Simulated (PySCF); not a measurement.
## Platinum: a sound run and one with changed settings

Sound run: Pt [Xe] 4f14 5d9 6s1, Pt⁺ [Xe] 4f14 5d9. Computed with PySCF 2.14 in def2-SVP with the def2 core potential (60 electrons) (6s3p2d1f, 32 functions), with a scalar-relativistic core potential. The sound run starts from symmetry-adapted Hartree-Fock orbitals and uses a fine grid where one is needed.

Changed run: radial step 1.2 in ln r (0.13 in the sound run). This setting is unsound on purpose.

```tsv
species	method	sound run (hartree)	changed run (hartree)	converged
Pt	UHF	-118.39352	-118.39352	yes
Pt	B3LYP	-119.30590	-115.79860	yes
Pt	TPSS	-119.23385	-114.88601	yes
Pt⁺	UHF	-118.11499	-118.11499	yes
Pt⁺	B3LYP	-118.96612	-115.14599	yes
Pt⁺	TPSS	-118.89682	-114.08066	yes
```

Ionisation energy of Pt:

```csv
method,sound run (eV),changed run (eV)
UHF,7.579,7.579
B3LYP,9.246,17.758
TPSS,9.171,21.915
```

A coarse radial grid mis-integrates the density and the exchange-correlation energy, with errors of either sign; Hartree-Fock needs no grid.

For comparison, NIST gives 8.959 eV between the lowest levels.
